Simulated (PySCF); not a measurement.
Computed properties of Pb(Br)(SH) (BrHPbS), SMILES [SH][Pb][Br]

BrHPbS, SMILES [SH][Pb][Br] (connectivity only; charge and spin as stated), neutral, multiplicity 1. Geometry: PBE0-D3(BJ)/def2-SVP. The def2 effective core potentials stand for the cores of Pb; spin–orbit coupling is left out. The values are those of a single conformer. All values are computed for the isolated molecule unless a solvent is named; none is compared with measurement here.

**Structure.** The optimised structure has Cs symmetry. All 6 harmonic modes at PBE0-D3(BJ)/def2-SVP (PySCF) are real, so it is a minimum. With heavy atoms numbered as in [Pb:1]([Br:2])[SH:3], the shortest bond between them is Pb1–S3 at 2.542 Å and the longest Pb1–Br2 at 2.630 Å.

**Vibrations.** The strongest infrared lines (harmonic, unscaled, degenerate partners summed) lie at 312 cm⁻¹ (35 km/mol, S 82 %, Pb 14 %), 214 cm⁻¹ (30 km/mol, Br 72 %, Pb 28 %), 296 cm⁻¹ (16 km/mol, H 97 %). The softest mode is at 78 cm⁻¹ and the zero-point energy is 6.0 kcal/mol.

**Electronic structure.** CAM-B3LYP/def2-TZVPD (PySCF) places the frontier levels at -8.62 and -2.12 eV, a gap of 6.50 eV, and gives a dipole moment of 4.73 D and a mean polarisability of 93.5 bohr³.

**Excitations.** TDDFT-PBE0/def2-SVPD (PySCF) has S1 at 3.33 eV (373 nm, f = 0.005, weak); the most intense of the 10 singlets computed lies at 5.75 eV (f = 0.06). T1 (TDA) is at 2.88 eV. No vertical singlet excitation falls in the visible range (under 3.1 eV).
